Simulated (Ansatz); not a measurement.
Gas-phase electronic energies from Ansatz, PBE0-D4/def2-TZVP geometries. CBS: MP2 limit from def2 TZ/QZ plus the TZ coupled-cluster correction, frozen cores. This one scheme is used for every species. Functionals use def2-TZVPP. B3LYP here is the variant with VWN-RPA as its local correlation; programs differ in this. One conformer a species, not always the lowest.

`OB(O)BS` + `C[SiH2]O` → `C[SiH2]OB(O)O` + `BS`  (cleavage of the B–B bond)

`OB(O)BS`:

Z-matrix (Å, degrees):
```
B
O 1 1.363
B 1 1.710 2 118.8
O 1 1.368 2 117.1 3 -180.0
H 2 0.963 1 112.5 3 180.0
S 3 1.762 1 121.2 2 -0.2
H 3 1.198 1 124.9 2 179.8
H 4 0.959 1 112.9 2 180.0
H 6 1.347 3 98.1 1 0.0
```

`C[SiH2]O`:

Cartesian coordinates in Å:
```
C -0.582 -1.016 0.073
Si 0.668 0.358 -0.079
O -0.020 1.798 -0.505
H -0.080 -1.959 0.311
H -1.131 -1.149 -0.862
H -1.304 -0.814 0.869
H 1.639 0.063 -1.160
H 1.397 0.492 1.216
H -0.586 2.228 0.136
```

`C[SiH2]OB(O)O`:

Cartesian coordinates in Å:
```
C -0.754 1.708 0.721
Si -0.798 0.688 -0.831
O -0.374 -0.887 -0.535
B 0.778 -1.425 -0.049
O 1.808 -0.605 0.322
O 0.924 -2.779 0.079
H -1.430 1.302 1.477
H 0.257 1.729 1.133
H -1.061 2.736 0.508
H -2.173 0.626 -1.389
H 0.114 1.256 -1.859
H 2.568 -1.098 0.638
H 0.143 -3.252 -0.216
```

`BS`:

Cartesian coordinates in Å:
```
B 0.463 0.310 0.159
S -1.103 -0.456 0.432
H 0.927 0.888 1.092
H 1.011 0.245 -0.896
H -1.299 -0.987 -0.788
```

(1) Is it downhill or uphill in electronic energy at CCSD(T)/CBS, and by how much? (Estimate.)

(2) What do these levels give: ωB97X-V, r2SCAN, B3LYP, MP2/def2-TZVPP, MP2/def2-QZVPP, HF/CBS(def2)? (Estimate.)

Largest T1 diagnostic among the species: 0.015.

## Answers

(1) Computed: Downhill: ΔE = -34.8 kcal/mol.

(2) Computed: ωB97X-V -34.9, r2SCAN -34.8, B3LYP -35.1, MP2/def2-TZVPP -35.7, MP2/def2-QZVPP -35.5, HF/CBS(def2) -42.1 kcal/mol.

In def2-TZVPP, CCSD(T) changes the Hartree–Fock value by +6.7 kcal/mol (the triples alone add +1.0 kcal/mol) and MP2 by +6.2 kcal/mol. From PBE to PBE0 (25 % exact exchange), in def2-TZVPP and without D4, ΔE moves by −2.5 kcal/mol.
